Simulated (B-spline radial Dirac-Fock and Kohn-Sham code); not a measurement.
# What relativity does to the binding energies of W⁵⁷⁺

System: tungsten as W⁵⁷⁺, [Ne] 3s2 3p5.

Both columns are ΔSCF binding energies of the configuration average from a radial B-spline solver: non-relativistic Hartree-Fock with a point nucleus, and Dirac-Fock with a finite nucleus and the Coulomb interaction alone, averaged over the two j levels with weights 2j+1.

```csv
shell,Hartree-Fock (eV),Dirac-Fock (eV),shift (eV),shift (%)
1s,68485.8,74226.5,+5740.71,+8.38
2s,14744.5,16342.1,+1597.57,+10.84
3s,5934.1,6417.3,+483.18,+8.14
3p,5764.3,5976.2,+211.89,+3.68
```

Relativity binds 1s, 2s, 3s, 3p more strongly, among those listed most of all 2s in relative terms.

Values without a named source are computed, but for edge energies of neutral atoms, which are taken from tables.
